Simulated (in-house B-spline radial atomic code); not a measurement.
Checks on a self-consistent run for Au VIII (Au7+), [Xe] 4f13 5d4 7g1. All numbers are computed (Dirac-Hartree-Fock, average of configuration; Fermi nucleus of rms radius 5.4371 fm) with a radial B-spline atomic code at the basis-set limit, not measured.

```csv
orbital,q,ε (Eh),<1/r>,<r²>,small-component weight
1s1/2,2,-2991.33056,95.6776,0.000393292,0.089988
2s1/2,2,-537.45606,23.5296,0.00593385,0.020643
2p1/2,2,-514.53633,23.4433,0.00421317,0.020681
2p3/2,4,-446.97057,19.125,0.00539737,0.018391
3s1/2,2,-133.38827,8.65107,0.0384262,0.0069148
3p1/2,2,-123.14517,8.54986,0.0351398,0.0068435
3p3/2,4,-108.02826,7.43076,0.0414933,0.0061921
3d3/2,4,-91.24472,7.30822,0.0319395,0.0060464
3d5/2,6,-88.02818,7.05264,0.0336726,0.0058676
4s1/2,2,-34.30905,3.65077,0.185812,0.0023272
4p1/2,2,-29.89557,3.54008,0.189804,0.0022339
4p3/2,4,-26.19806,3.17171,0.220143,0.0020072
4d3/2,4,-18.95857,2.96558,0.232301,0.0018026
4d5/2,6,-18.25826,2.87734,0.243202,0.0017382
5s1/2,2,-9.32277,1.50879,0.910067,0.00060721
5p1/2,2,-7.69778,1.40855,1.02516,0.00054442
5p3/2,4,-6.97298,1.2854,1.18098,0.00048158
4f5/2,5.5714,-8.97874,2.53063,0.274712,0.0013867
4f7/2,7.4286,-8.82876,2.49708,0.281559,0.0013605
5d3/2,1.6,-4.74292,1.08257,1.61921,0.00035843
5d5/2,2.4,-4.64587,1.05513,1.68928,0.00034432
7g7/2,0.44444,-0.66629,0.17404,67.2932,1.9918e-05
7g9/2,0.55556,-0.66650,0.174142,67.241,1.9945e-05
```

Electron-electron repulsion V_ee = 6687.9699 hartree.

(1) What total energy follows from the eigenvalues?

(2) Does the Dirac virial theorem hold?

(3) What diamagnetic shielding (Lamb formula) and susceptibility (Langevin formula) do the radii give?

Answers

(1) The eigenvalues count the repulsion twice, so E = Σqε - V_ee = -12328.389 - 6687.970 = -19016.359 hartree; the run printed -19016.359.

(2) For a point nucleus E = -2c²Σq·w, with w the small-component weight. Here Σq·w = 0.50614 and c = 137.0360, so the ratio E/(-2c²Σq·w) is 1.000365; the finite nucleus accounts for the departure from 1.

(3) σ = (α²/3)Σq<1/r> = 601.733/(3·137.036²) = 10681 ppm, and χ = -0.79199×10⁻⁶·Σq<r²> = -71.94×10⁻⁶ cm³/mol with Σq<r²> = 90.832 bohr². Both are non-relativistic formulas without the paramagnetism of open shells; for so heavy an element the full relativistic shielding is larger by tens of per cent.
